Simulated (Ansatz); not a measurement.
Ansatz (a first-principles code) input:
A basis named .json is the Basis Set Exchange file of that set.

Ansatz 0.2 input:
```yaml
crystal:
  periodic: [false, false, false]
  atoms:
    - {symbol: C, position_ang: [1.65561035, -0.95225228, 0.27757214]}
    - {symbol: Al, position_ang: [0.00331140, 0.03353891, -0.01764263]}
    - {symbol: C, position_ang: [-1.79909826, -0.50103967, 0.48690969]}
    - {symbol: F, position_ang: [0.14820565, 1.50107477, -0.78961725]}
    - {symbol: H, position_ang: [1.49510526, -1.88824640, 0.81645232]}
    - {symbol: H, position_ang: [2.14055787, -1.19192106, -0.67333983]}
    - {symbol: H, position_ang: [2.37176788, -0.35337905, 0.84743066]}
    - {symbol: H, position_ang: [-2.23670403, 0.21812167, 1.18559199]}
    - {symbol: H, position_ang: [-1.82820795, -1.48552549, 0.95826839]}
    - {symbol: H, position_ang: [-2.45849060, -0.52497677, -0.38538512]}
basis:
  gaussian:
    orbitals: aug-cc-pV_Q+d_Z.json
magnetization: {spin_polarized: false}
correlation: {method: ccsd_t, electrons: outside_noble_gas}
```

Q: Predict the final energy.

A: -421.58386 Eh (CCSD(T)/aug-cc-pV(Q+d)Z). The basis has 605 functions.
